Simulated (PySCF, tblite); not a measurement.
Species: C₃H₁₀F₂SSi₂.
SMILES with atom numbers: `[CH3:1][S:2][C@@H:3]([CH2:4][SiH2:5][F:6])[SiH2:7][F:8]` (hydrogens: H9, H10, H11 on C1; H12 on C3; H13, H14 on C4; H15, H16 on Si5; H17, H18 on Si7)

Structure used (GFN2-xTB), in Å, numbered top down from 1:
```
atom  x, y, z in Å
C1     2.3209    0.8810    0.2040
S2     1.3477   -0.2458   -0.8342
C3    -0.1196   -0.5015    0.2599
C4    -1.4024   -0.1466   -0.4849
Si5   -1.4223    1.6572   -1.0869
F6    -0.8411    2.5437    0.1357
Si7   -0.0326   -2.3010    0.8622
F8    -1.2972   -2.5420    1.8379
H9     2.5967    0.3781    1.1270
H10    3.2123    1.1337   -0.3610
H11    1.7420    1.7773    0.4072
H12    0.0211    0.2004    1.0834
H13   -2.2441   -0.3323    0.1879
H14   -1.5261   -0.8240   -1.3313
H15   -0.5189    1.9279   -2.1908
H16   -2.7799    2.1427   -1.2758
H17   -0.2074   -3.2263   -0.2426
H18    1.1421   -2.5160    1.6908
```

Theory: PBE0/pcSseg-1 in PySCF (dipole) on a GFN2-xTB geometry, gas phase.

Take the most abundant isotopes and a rigid rotor. The values belong to one conformer with, in the numbering `[CH3:1][S:2][C@@H:3]([CH2:4][SiH2:5][F:6])[SiH2:7][F:8]`, C1–S2–C3–C4 125°, S2–C3–C4–Si5 -59°, C3–C4–Si5–F6 -43°, S2–C3–Si7–F8 179°.

Q: What are A, B and C (MHz)?

A: Ia = 357.55, Ib = 669.60, Ic = 878.76 u·Å²; 505379 MHz·u·Å²/I gives A = 1413, B = 754.7, C = 575.1 MHz.

Q: What kind of rotor is it?

A: An asymmetric top. Ray's parameter κ = (2B − A − C)/(A − C) = -0.571; −1 is the prolate and +1 the oblate limit.

Q: What does the inertial defect say?

A: Not planar: Δ = Ic − Ia − Ib = -148.39 u·Å². For a rigid frame Δ = −2 Σ m c², so Σ m c² = 74.20 u·Å² lies off the ab plane: 13.33 from hydrogen and 60.86 from heavier atoms. The atom farthest from that plane is 1.67 Å away.

Q: Which lines would a microwave search look for?

A: The dipole components are |μa| = 0.47 D, |μb| = 0.80 D, |μc| = 0.53 D. The squared components, which scale the intensities, stand as 0.36 : 1.00 : 0.45 (a : b : c). Some lines, for components of 0.1 D or more:

| type | branch | J(Ka,Kc) | MHz | lower level (cm⁻¹) |
| --- | --- | --- | --- | --- |
| c | Q | 2(1,2) ← 2(0,2) | 511 | 0.132 |
| a | Q | 2(1,1) ← 2(1,2) | 539 | 0.149 |
| c | Q | 1(1,1) ← 1(0,1) | 659 | 0.044 |
| b | Q | 1(1,0) ← 1(0,1) | 838 | 0.044 |
| b | Q | 2(1,1) ← 2(0,2) | 1050 | 0.132 |
| a | R | 1(0,1) ← 0(0,0) | 1330 | 0.000 |
| b | R | 2(0,2) ← 1(1,1) | 1969 | 0.066 |
| c | Q | 2(2,1) ← 2(1,1) | 1976 | 0.167 |
| b | R | 1(1,1) ← 0(0,0) | 1989 | 0.000 |
| b | Q | 2(2,0) ← 2(1,1) | 2008 | 0.167 |
| c | R | 1(1,0) ← 0(0,0) | 2168 | 0.000 |
| a | R | 2(1,2) ← 1(1,1) | 2480 | 0.066 |
| b | Q | 2(2,1) ← 2(1,2) | 2515 | 0.149 |
| a | R | 2(0,2) ← 1(0,1) | 2628 | 0.044 |
| a | R | 2(1,1) ← 1(1,0) | 2839 | 0.072 |
| b | R | 2(1,2) ← 1(0,1) | 3139 | 0.044 |
| c | R | 2(1,1) ← 1(0,1) | 3678 | 0.044 |
| b | R | 2(2,1) ← 1(1,0) | 4815 | 0.072 |
| c | R | 2(2,0) ← 1(1,0) | 4847 | 0.072 |
| c | R | 2(2,1) ← 1(1,1) | 4995 | 0.066 |
| b | R | 2(2,0) ← 1(1,1) | 5027 | 0.066 |

Q: Estimate the classical rotational partition function at 10 K, 25 K and 100 K.

A: Point group C1, symmetry number σ = 1; q = (√π/σ)·√((kT/h)³/(ABC)), k/h = 20836.6 MHz/K: 6810 at 10 K, 26900 at 25 K, 215000 at 100 K.

Its GFN2-xTB frequencies are all real (lowest 24 cm⁻¹). These are rigid-rotor constants of the computed structure; measured ground-state constants (B0) also hold zero-point vibration. A rigid rotor knows nothing of internal rotation, which can split or shift real lines.
